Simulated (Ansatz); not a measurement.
Calculated with Ansatz (gas phase, PBE0-D4/def2-TZVP geometries, no zero-point term in ΔE). CBS: MP2 limit from def2 TZ/QZ plus the TZ coupled-cluster correction, frozen cores. DFT in def2-TZVPP. B3LYP here is the variant with VWN-RPA as its local correlation; programs differ in this. def2 core potentials past Kr. For Sn outer-core shells are correlated without core-valence functions, which leaves a few kJ/mol of doubt a bond. One conformer a species, not always the lowest.

Reaction (substitution at a C–C bond): `CCC(C)CC(C)C` + `[CH3][Sn]([OH])([Cl])[Cl]` → `CC[O][Sn]([CH3])([Cl])[Cl]` + `CCCC(C)C`

`CCC(C)CC(C)C`:

```xyz
26

C     2.692   -0.198   -1.397
C     1.530   -0.550   -0.483
C     0.726    0.650    0.012
C     1.587    1.626    0.802
C    -0.467    0.222    0.865
C    -1.491   -0.710    0.221
C    -2.598   -1.027    1.217
C    -2.072   -0.130   -1.060
H     3.170   -1.099   -1.788
H     3.461    0.381   -0.882
H     2.352    0.392   -2.254
H     0.862   -1.232   -1.017
H     1.900   -1.108    0.387
H     0.346    1.182   -0.870
H     0.989    2.463    1.170
H     2.399    2.040    0.201
H     2.034    1.131    1.671
H    -0.085   -0.255    1.778
H    -0.994    1.126    1.199
H    -0.993   -1.655   -0.028
H    -3.321   -1.732    0.798
H    -3.142   -0.118    1.494
H    -2.195   -1.464    2.135
H    -1.311    0.014   -1.829
H    -2.840   -0.790   -1.474
H    -2.539    0.841   -0.867
```

`[CH3][Sn]([OH])([Cl])[Cl]`:

```xyz
9

C     1.337    0.724    0.000
Sn   -0.411   -0.448   -0.141
O    -1.849    0.388    0.864
Cl   -1.145   -0.718   -2.325
Cl   -0.131   -2.597    0.686
H     1.659    0.743    1.040
H     2.109    0.281   -0.625
H     1.106    1.732   -0.342
H    -2.674   -0.104    0.843
```

`CC[O][Sn]([CH3])([Cl])[Cl]`:

Cartesian coordinates in Å:
```
C -1.194 0.888 -1.912
C -0.048 1.429 -1.089
O -0.031 0.930 0.238
Sn 0.314 -0.930 0.671
C 1.028 -1.087 2.651
Cl -1.631 -2.168 0.392
Cl 1.812 -1.717 -0.920
H -1.209 1.363 -2.896
H -1.100 -0.191 -2.067
H -2.149 1.080 -1.419
H -0.131 2.517 -0.994
H 0.906 1.219 -1.589
H 0.339 -0.559 3.307
H 1.077 -2.140 2.925
H 2.018 -0.636 2.702
```

`CCCC(C)C`:

Z-matrix (Å, degrees):
```
C
C 1 1.520
H 1 1.094 2 111.0
H 1 1.093 2 111.9 3 120.0
H 1 1.092 2 111.2 3 -119.9
C 2 1.524 1 114.0 3 -55.5
H 2 1.095 1 109.6 3 -179.1
H 2 1.095 1 109.1 3 65.7
C 6 1.528 2 116.1 1 -59.8
H 6 1.098 2 109.0 1 177.7
H 6 1.097 2 108.7 1 62.6
C 9 1.522 6 110.1 2 177.8
C 9 1.522 6 112.2 2 -58.6
H 9 1.097 6 108.2 2 60.5
H 12 1.093 9 111.4 6 -177.4
H 12 1.095 9 110.7 6 62.8
H 12 1.093 9 111.4 6 -56.9
H 13 1.093 9 111.0 6 -178.0
H 13 1.095 9 110.6 6 -58.6
H 13 1.092 9 112.2 6 61.7
```

CCSD(T)/CBS gives +45.4 kJ/mol.

Question: Another level gave +44.3 kJ/mol. Which?
A. MP2/def2-TZVPP
B. PBE-D4/def2-TZVPP
C. CCSD/def2-TZVPP
D. B3LYP-D4/def2-TZVPP

Answer: C. CCSD/def2-TZVPP 44.3, B3LYP-D4 35.0, PBE-D4 39.3, MP2/def2-TZVPP 50.8 kJ/mol.

Largest T1 diagnostic among the species: 0.012.

In def2-TZVPP, CCSD(T) changes the Hartree–Fock value by +12.1 kJ/mol (the triples alone add +0.5 kJ/mol) and MP2 by +18.1 kJ/mol. From PBE to PBE0 (25 % exact exchange), in def2-TZVPP and without D4, ΔE moves by +3.7 kJ/mol.
